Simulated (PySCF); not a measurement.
# Stationary points of TaNF2

All numbers come from PBE0 in PySCF with Ta def2-TZVP with ECP60, N def2-TZVP, F def2-TZVP; scalar-relativistic core potentials, no spin–orbit coupling; density-fitted integrals.

Relaxations began from a few typed shapes. The search is not exhaustive: other isomers or separated fragments can lie lower, and high-lying points may rest on an excited occupation.

Task: Which is the lowest minimum found?
A. singlet Cs: Ta–F 1.891 Å (×2), Ta–N 1.685 Å; F–Ta–F 113.8°, F–Ta–N 105.9° (×2)
B. singlet C2v: Ta–F 1.917 Å (×2), Ta–N 1.678 Å; F–Ta–F 140.3°, F–Ta–N 109.9° (×2)

Result: A. The others lie at 20.8 (singlet C2v, a saddle point) kJ/mol above it.

Formally Ta is in oxidation state +5, d0. The polar-tensor charge on Ta, 2.00, is far below the formal one.

For the lowest minimum: with an element this heavy the missing spin–orbit coupling can shift these numbers.
